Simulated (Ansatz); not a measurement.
Compare A (`[CH3][Al]([CH3])[BH][SiH3]`) with its isomer B (`B[SiH2][CH2][AlH][CH3]`).

Gas-phase electronic energies from Ansatz, PBE0-D4/def2-TZVP geometries. CCSD(T)/CBS is the MP2 limit (def2-TZVPP, def2-QZVPP) plus CCSD(T) − MP2 in def2-TZVPP, frozen cores. DFT in def2-TZVPP. B3LYP here is the variant with VWN-RPA as its local correlation; programs differ in this. Each species was taken in one conformer, which may not be the lowest.

A:

Z-matrix (Å, degrees):
```
C
Al 1 1.963
H 1 1.097 2 109.7
H 1 1.095 2 111.1 3 -117.4
H 1 1.092 2 114.0 3 120.2
C 2 1.962 1 119.1 3 75.9
B 2 2.116 1 120.1 3 -106.4
H 6 1.094 2 111.7 1 -34.9
H 6 1.093 2 113.6 1 -157.7
H 6 1.097 2 109.4 1 82.9
Si 7 2.005 2 123.6 1 -94.9
H 7 1.202 2 121.9 1 89.2
H 11 1.491 7 114.6 2 24.0
H 11 1.491 7 115.8 2 150.3
H 11 1.498 7 103.7 2 -92.0
```

B:

Z-matrix (Å, degrees):
```
Si
C 1 1.874
B 1 2.013 2 109.4
H 1 1.495 2 108.8 3 122.9
H 1 1.498 2 113.2 3 -119.2
Al 2 1.949 1 107.5 3 -57.5
H 2 1.093 1 112.5 3 176.9
H 2 1.099 1 107.3 3 58.5
H 3 1.200 1 119.0 2 -49.7
H 3 1.196 1 124.0 2 134.8
C 6 1.959 2 117.1 1 38.0
H 6 1.590 2 122.9 1 -139.2
H 11 1.100 6 114.7 2 19.7
H 11 1.095 6 112.1 2 140.5
H 11 1.096 6 110.3 2 -101.1
```

Q: Which is lower in electronic energy at CCSD(T)/CBS, and by how much? (Estimate.)

A: The calculation gave: B, by 5.5 kcal/mol.

Q: Give E(B) − E(A) in kcal/mol with r2SCAN-D4, B3LYP-D4, B3LYP, HF/def2-TZVPP, CCSD(T)/def2-TZVPP, PBE-D4, B2PLYP. (Estimate.)

A: Computed: r2SCAN-D4 -4.8, B3LYP-D4 -4.7, B3LYP -2.1, HF/def2-TZVPP -3.2, CCSD(T)/def2-TZVPP -5.2, PBE-D4 -3.3, B2PLYP -4.2. None reverses the order clearly.

Largest T1 diagnostic: 0.012.

The D4 term adds −2.6 kcal/mol with B3LYP and −1.3 kcal/mol with PBE0; it sums over pairs of atoms, weighted by their polarisabilities, and B3LYP, whose exchange is more repulsive, gets the larger term. From PBE to PBE0 (25 % exact exchange), in def2-TZVPP and without D4, E(B) − E(A) moves by −1.2 kcal/mol.
